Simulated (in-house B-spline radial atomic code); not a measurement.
One electron outside the 1s2 core: Kr33+

Computed with an all-electron radial atomic-structure program (B-spline basis), no-pair Dirac-Coulomb Hamiltonian, finite nucleus. Rungs: frozen-core Dirac-Hartree-Fock (DHF); Brueckner orbitals from the second-order correlation potential; the same with the Coulomb interaction screened by the core and the hole-particle interaction summed; Breit and QED terms from differences of relaxed Dirac-Fock atoms, where computed. Partial waves beyond l = 6 are extrapolated. The tables show a selection of states; those near core-excited levels, with erratic corrections or far from their DHF start are never shown.

Command:
```bash
python run_mb.py task.json out
```
Settings (nuclear radius in fm, box in bohr, cutoff in hartree):
```
basis_form          2
Z                   36
core_configuration  1s2
rms_radius          4.1884
mass_number         84
speed_of_light      137.036
box_radius          6.212
lmax                6
intervals           60
virtual_cutoff      2592.0
```

Run time, properties included: 8.5 s on 1 thread of Arm Neoverse V1 (shared host).

Removal energies (eV):

```tsv
state	DHF	second order	screened	Breit + QED	final
2s1/2	4111.94	4112.1	4112.1	-3.04	4109.06
2p1/2	4040.45	4040.82	4040.83	-3.01	4037.82
2p3/2	3973.93	3974.27	3974.27	-1.38	3972.89
3s1/2	1804.04	1804.09	1804.09	-0.889	1803.2
3p1/2	1784.19	1784.28	1784.28	-0.842	1783.44
3p3/2	1764.5	1764.58	1764.58	-0.384	1764.2
3d3/2	1756.94	1756.98	1756.98	-0.0274	1756.95
3d5/2	1750.89	1750.92	1750.92	-0.0196	1750.9
4s1/2	1007.55	1007.57	1007.57	-	-
4p1/2	999.383	999.419	999.419	-	-
4p3/2	991.096	991.128	991.128	-	-
4d3/2	987.96	?	?	?	?
4d5/2	985.399	?	?	?	?
4f5/2	985.228	985.231	985.231	-	-
4f7/2	983.961	983.964	983.964	-	-
5s1/2	641.919	641.928	641.928	-	-
5p1/2	637.789	637.807	637.807	-	-
5p3/2	633.555	633.571	633.571	-	-
5d3/2	631.962	631.971	631.971	-	-
5d5/2	630.651	630.659	630.659	-	-
5f5/2	630.554	630.556	630.556	-	-
```

Problem. What does correlation do to 4d5/2?

Solution. It adds 0.0155 eV to the removal energy in second order and 0.0157 eV with screening; Breit and QED add -0.00982 eV, for a final 985.405 eV.

Problem. What does correlation do to 4d3/2?

Solution. It adds 0.01618 eV to the removal energy in second order and 0.01639 eV with screening; Breit and QED add -0.016 eV, for a final 987.96 eV.

Problem. How does the lowest state compare with the NIST ionisation energy?

Solution. 2s1/2 is bound by 4109.063 eV, without recoil; NIST lists 4109.083 ± 0.009 eV (tabulated theory), a difference of -0.02 eV.

Electric-dipole lines from 2s1/2 (reduced matrix elements in atomic units, length form, static core polarisation, sign of DHF taken positive):

| upper | DHF | + core polarisation | + Brueckner | λ (nm) | A (s⁻¹) |
| --- | --- | --- | --- | --- | --- |
| 2p1/2 | 0.1204 | 0.1202 | 0.1202 | 17.403 | 2.78e+09 |
| 2p3/2 | 0.173 | 0.1727 | 0.1727 | 9.1051 | 2e+10 |

Magnetic hyperfine constants per unit nuclear g factor (MHz, nucleus as a uniformly magnetised ball; they apply to isotopes with nuclear spin):

```csv
state,DHF,+ core polarisation,+ Brueckner
2s1/2,1.551e+06,1.581e+06,1.581e+06
2p1/2,496800,504600,504700
2p3/2,88530,82320,82340
3s1/2,454300,462500,462500
3p1/2,147400,149100,149200
3p3/2,26320,24950,24960
```
